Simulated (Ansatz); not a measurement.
A made-up structure of GeSiH$_{4}$O, closed shell:

```xyz
7
angstrom
O -1.7332 -1.5261 1.1121
Si -0.7644 -1.1384 0.0061
Ge 0.5493 0.8538 0.0323
H -0.5582 -1.9938 -1.2034
H -2.2916 -2.1324 1.6235
H 0.2658 1.6527 1.3059
H 2.0347 0.4652 -0.0398
```

It is relaxed with PBE-D4/def2-SVP and then PBE0-D4/def2-TZVP (Ansatz 0.2.0). Atoms count as bonded within 1.22 times the sum of their covalent radii (H–H: 0.88 Å). The end point is not checked to be a true minimum.

**Question.** Does its bonding change? (Judge from chemistry; the calculation decides.)

**Answer.** By the calculation: No: no bond forms or breaks.

Where it ends: The first stage lowers the energy by 1.11 eV in 10 steps. It ends as GeSiH₄O ([OH][SiH][GeH2]):
```
7
angstrom
O -1.7922 -1.4778 1.2794
Si -0.4958 -1.1585 0.3306
Ge 0.3850 0.9084 0.0709
H -0.5469 -2.0897 -0.8399
H -2.4246 -2.1342 0.9800
H 0.5666 1.5583 1.4650
H 1.8102 0.5745 -0.4496
```

Labels in which every atom is bracketed show which atoms are joined, not bond orders.

For scale, one of the runs: PBE0-D4/def2-TZVP relaxation, 140 basis functions, launched by `ansatz run in.yaml --threads 2 --pin off --events-out ev --progress --plain --max-ram 4352MiB`. The run took about 40 s on 2 CPU threads of an Arm Neoverse V1 (shared host).
